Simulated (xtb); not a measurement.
ethyl(prop-1-ynyl)silane (C5H10Si), SMILES CC#C[SiH2]CC. All values are semi-empirical tight-binding results from xtb (GFN2-xTB unless named), good for trends rather than for accurate numbers. Coordinates come from a GFN2-xTB optimisation. The values are those of a single conformer.

- orbital gap = 5.03 eV
- dipole moment = 1.02 D
- zero-point energy = 79.9 kcal/mol
- G − E(el) at 298.15 K (modified RRHO) = 57.8 kcal/mol
- static polarisability (D4 model) = 85.7 bohr³
- solvation energy, GFN2-xTB/ALPB(water) = -0.9 kcal/mol
- solvation energy, GFN2-xTB/ALPB(thf) = -6.3 kcal/mol
